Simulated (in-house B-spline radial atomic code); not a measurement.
Configurations of Ne²⁺, with energies counted from [He] 2s2 2p4. Computed with a B-spline radial code for spherical atoms: scalar-relativistic (X2C) BHandHLYP, spin-polarised, spherical fractional occupations, exact exchange averaged over the configuration, Fermi nucleus of rms radius 3.0055 fm. Shells without spins written out take the highest spin.

Occupations are held fixed; configurations that lie above the ionisation limit could autoionise.

```json
{"configuration": "[He] 2s1 2p5", "E - E(ref) (eV)": "24.845", "highest orbital": "2p down", "its <r> (bohr)": "0.8312"}
{"configuration": "[He] 2s2 2p3 3p1", "E - E(ref) (eV)": "43.138", "highest orbital": "3p up", "its <r> (bohr)": "2.776"}
{"configuration": "[He] 2s1 2p4 3p1", "E - E(ref) (eV)": "66.026", "highest orbital": "3p up", "its <r> (bohr)": "2.786"}
```

Order these further configurations by energy, lowest first.
A. [He] 2s1 2p4 3d1
B. [He] 2s1 2p4 3s1
C. [He] 2s2 2p3 3d1
D. [He] 2s2 2p3 3s1

D (38.437 eV), C (48.88 eV), B (61.296 eV), A (71.69 eV).
